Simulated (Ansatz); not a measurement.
`N=C(N)[Se][SiH3]` + HCl → `N=C(N)Cl` + `[SiH3][SeH]`  (substitution at a C–Se bond)

Calculated with Ansatz (gas phase, PBE0-D4/def2-TZVP geometries, no zero-point term in ΔE). CBS: MP2 limit from def2 TZ/QZ plus the TZ coupled-cluster correction, frozen cores. This one scheme is used for every species. DFT in def2-TZVPP. For Se outer-core shells are correlated without core-valence functions, which leaves a few kJ/mol of doubt a bond. Scalar relativity is left out up to krypton. Each species was taken in one conformer, which may not be the lowest.

CCSD(T)/CBS gives +12.4 kJ/mol.

(1) Another level gave +5.3 kJ/mol. Which?
A. MP2/def2-TZVPP
B. ωB97M-V/def2-TZVPP
C. PBE0/def2-TZVPP
D. HF/def2-TZVPP

Largest T1 diagnostic among the species: 0.013.

Answers

(1) B. ωB97M-V 5.3, PBE0 1.1, MP2/def2-TZVPP 16.8, HF/def2-TZVPP -7.1 kJ/mol.

The D4 term adds +9.9 kJ/mol with B3LYP and +5.6 kJ/mol with PBE0; it sums over pairs of atoms, weighted by their polarisabilities, and B3LYP, whose exchange is more repulsive, gets the larger term. In def2-TZVPP, CCSD(T) changes the Hartree–Fock value by +20.6 kJ/mol (the triples alone add +3.1 kJ/mol) and MP2 by +23.9 kJ/mol.

B3LYP here is the variant with VWN-RPA as its local correlation; programs differ in this.
